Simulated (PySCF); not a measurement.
**Trend along the second period: MAl molecules**

PBE0 with double-zeta basis sets in PySCF, for the lowest determinant that a PBE0 search found; no spin–orbit coupling. De refers to high-spin ground-configuration atoms. A positive dipole means M(−)Al(+).

```tsv
M	basis	state (unpaired electrons)	Re (Å)	ωe (cm⁻¹)	De (eV)	μ (D)
Be	6-31G(d,p)	doublet (π ↑)	2.423	393	0.78	-0.70
C	def2-SVPD	quartet (σ ↑, π ↑↑)	1.973	641	3.60	1.70
N	def2-SVPD	triplet (π ↑↑)	1.941	621	2.64	1.34
O	cc-pV(D+d)Z/cc-pVDZ	doublet (σ ↑)	1.630	942	4.81	3.89
F	def2-SVPD	singlet (closed shell)	1.698	765	6.74	1.66
```

The shortest bond is that of AlO (1.630 Å), the longest that of BeAl (2.423 Å). AlF is bound most strongly (6.74 eV) and BeAl least (0.78 eV).

The rows differ in basis set, which adds steps of its own.

The state changes along the series, so neighbouring rows are not always alike in their bonding.

States were picked by a PBE0 search and need not be the measured ground states.
